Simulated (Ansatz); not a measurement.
Born–Oppenheimer molecular dynamics of C2H8GeSSi (13 atoms, charge 0, multiplicity 1). It starts from a relaxed structure.

Level of theory: Ansatz, RKS PBE/def2-SVP.

| Item | Value |
| --- | --- |
| ensemble | NVT, Langevin thermostat |
| time step | 0.5 fs |
| steps asked | 150 |
| set temperature | 1000 K |
| friction | 0.001 /fs |
| seed | 941842 |

First frame:

```xyz
13
Properties=species:S:1:pos:R:3
C -1.869 -0.017 1.537
C -1.284 -0.155 0.325
S -2.056 0.525 -1.129
Ge 0.527 -0.901 0.120
Si 1.996 0.791 -0.739
H -1.354 -0.353 2.451
H -2.868 0.437 1.660
H -1.449 -0.285 -2.043
H 0.445 -2.086 -0.889
H 0.992 -1.450 1.498
H 1.904 2.030 0.110
H 3.418 0.295 -0.729
H 1.618 1.134 -2.156
```

How far do the bonds stretch over the last three quarters of this one trajectory? (Pairs bonded in most of those frames.)


```json
{"bond": "C1–C2", "mean (Å)": "1.352", "spread (Å)": "0.008", "shortest": "1.34", "longest": "1.37"}
{"bond": "C1–H6", "mean (Å)": "1.108", "spread (Å)": "0.038", "shortest": "1.05", "longest": "1.17"}
{"bond": "C1–H7", "mean (Å)": "1.109", "spread (Å)": "0.044", "shortest": "1.04", "longest": "1.18"}
{"bond": "C2–S3", "mean (Å)": "1.813", "spread (Å)": "0.037", "shortest": "1.75", "longest": "1.87"}
{"bond": "C2–Ge4", "mean (Å)": "1.991", "spread (Å)": "0.046", "shortest": "1.93", "longest": "2.09"}
{"bond": "S3–H8", "mean (Å)": "1.368", "spread (Å)": "0.010", "shortest": "1.35", "longest": "1.39"}
{"bond": "Ge4–Si5", "mean (Å)": "2.420", "spread (Å)": "0.112", "shortest": "2.26", "longest": "2.56"}
{"bond": "Ge4–H9", "mean (Å)": "1.573", "spread (Å)": "0.054", "shortest": "1.48", "longest": "1.66"}
{"bond": "Ge4–H10", "mean (Å)": "1.586", "spread (Å)": "0.080", "shortest": "1.45", "longest": "1.70"}
{"bond": "Si5–H11", "mean (Å)": "1.524", "spread (Å)": "0.060", "shortest": "1.42", "longest": "1.62"}
{"bond": "Si5–H12", "mean (Å)": "1.511", "spread (Å)": "0.023", "shortest": "1.48", "longest": "1.55"}
{"bond": "Si5–H13", "mean (Å)": "1.512", "spread (Å)": "0.015", "shortest": "1.49", "longest": "1.54"}
```

Mean temperature of the second half: 537 K. The mean temperature of the second half is 46 % below the set value. A run of 0.075 ps of so small a system gives no equilibrium averages.

Time of the run: 6.7 min on 4 threads of Arm Neoverse N1, with other jobs on the host, peak memory 0.2 GiB.
